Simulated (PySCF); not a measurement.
From one molecule to another.

First species: C₅H₁₁NO.
Numbering: `[CH3:1][CH2:2][CH2:3][NH:4][C:5]([CH3:6])=[O:7]` (hydrogens: H8, H9, H10 on C1; H11, H12 on C2; H13, H14 on C3; H15 on N4; H16, H17, H18 on C6)

Geometry (PBE0-D3(BJ)/def2-SVP, Å), atoms numbered from 1 in this order:
```
atom  x, y, z in Å
C1    -1.8870    0.8886   -0.7221
C2    -1.7894   -0.3360    0.1727
C3    -0.5753   -1.2093   -0.1262
N4     0.6824   -0.5288    0.0631
C5     1.5016   -0.1923   -0.9752
C6     2.7469    0.5671   -0.5694
O7     1.2549   -0.4797   -2.1295
H8    -2.7667    1.5008   -0.4734
H9    -0.9958    1.5265   -0.6173
H10   -1.9577    0.6024   -1.7826
H11   -2.6921   -0.9609    0.0653
H12   -1.7657   -0.0265    1.2334
H13   -0.6038   -2.1229    0.4922
H14   -0.5844   -1.5251   -1.1800
H15    0.9314   -0.2238    0.9948
H16    3.3502    0.7532   -1.4649
H17    2.4837    1.5299   -0.1045
H18    3.3407   -0.0076    0.1578
```

Second species: AlCl2F.
SMILES: `[F][Al]([Cl])[Cl]`

Levels: wB97X-D/def2-SVPD for dipole moment, HOMO energy, LUMO energy, HOMO–LUMO gap, static isotropic polarisability and electronic spatial extent ⟨r²⟩ about the centre of nuclear charge; TDDFT wB97X-D/def2-SVPD for lowest singlet excitation; TDA wB97X-D/def2-SVPD for lowest triplet excitation (Tamm–Dancoff); PBE0-D3(BJ)/def2-SVP for rotational constant A and rotational constant C. Geometries: PBE0-D3(BJ)/def2-SVP. All species are isolated and taken at one optimised geometry, non-relativistic unless stated. Electronic properties by PySCF.

Dipoles, sizes and rotational constants follow the conformer. The torsions of the flexible species, by atom-mapped SMILES:
- `[CH3:1][CH2:2][CH2:3][NH:4][C:5]([CH3:6])=[O:7]`: C1–C2–C3–N4 61°, C2–C3–N4–C5 -111°, C3–N4–C5–C6 178°

Problem. Which of the two has the higher rotational constant A, and by how much?

Solution. The first: 4.639 GHz against 4.608 GHz, a difference of 0.031 GHz.

Problem. Which of the two has the higher LUMO energy, and by how much?

Solution. The first: 2.07 eV against 0.04 eV, a difference of 2.03 eV.

Problem. Which of the two has the higher rotational constant C, and by how much?

Solution. The second: 1.491 GHz against 1.442 GHz, a difference of 0.049 GHz.

Problem. Which of the two has the higher HOMO energy, and by how much?

Solution. The first: -9.21 eV against -11.64 eV, a difference of 2.43 eV.

Problem. Which has the higher dipole moment?

Solution. The first: 3.79 D against 0.51 D, a difference of 3.28 D.

Problem. Which has the higher HOMO–LUMO gap?

Solution. The second: 11.68 eV against 11.28 eV, a difference of 0.40 eV.

Problem. Which has the higher ⟨r²⟩?

Solution. The first: 956 bohr² against 683 bohr², a difference of 273 bohr².

Problem. Which of the two has the higher static isotropic polarisability, and by how much?

Solution. The first: 73.4 au against 47.5 au, a difference of 25.9 au.

On the first: The vertical singlet–triplet gap S1 − T1 is 0.45 eV (TDDFT singlet less Tamm–Dancoff triplet; S1: HOMO−1→LUMO+1, weight 0.54; T1: HOMO−1→LUMO+1, weight 0.46, beside HOMO→LUMO+1, weight 0.29). The dipole matches unit charges of opposite sign 0.79 Å apart (1 e·Å = 4.8032 D).

On the second: In wavenumbers S1 is 57100 cm⁻¹ (1 eV = 8065.54 cm⁻¹). S1 lies 4.60 eV below the HOMO–LUMO gap; its leading configuration is HOMO→LUMO, weight 0.94.
